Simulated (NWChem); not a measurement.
Species: C$_{2}$H$_{7}$OSi anion

```xyz
11

C     -0.8628     0.1817     1.5178
Si     0.2289    -0.2975     0.0000
C     -0.8628     0.1817    -1.5178
O      1.7092     0.2904     0.0000
H     -1.8641    -0.2833     1.4652
H     -0.9953     1.2757     1.5803
H     -0.3841    -0.1478     2.4549
H      0.1132    -1.8313     0.0000
H     -0.9953     1.2757    -1.5803
H     -0.3841    -0.1478    -2.4549
H     -1.8641    -0.2833    -1.4652
```
Atoms are numbered in this order, from 1.

All runs: NWChem. Sets without diffuse functions describe the anion's extra electron poorly. Structure relaxed at the B3LYP/def2-SVPD level. No frequency run checked for a minimum. B3LYP is NWChem's, with the RPA form of VWN correlation. Atomic charges in e: unrestrained fits to the electrostatic potential beside Mulliken populations; buried atoms are poorly determined by the fit.

Estimate the computed values for B3LYP/def2-SVP. Quantities: ESP C1; Mulliken C1; ESP Si2; Mulliken Si2; ESP C3; Mulliken C3; ESP O4; Mulliken O4; relative RMS misfit of the potential (%).


```
Item                                      Result
----------------------------------------  ------
ESP C1                                     -0.16
Mulliken C1                                -0.22
ESP Si2                                     0.77
Mulliken Si2                                0.53
ESP C3                                     -0.17
Mulliken C3                                -0.22
ESP O4                                     -0.90
Mulliken O4                                -0.64
relative RMS misfit of the potential (%)       4
```
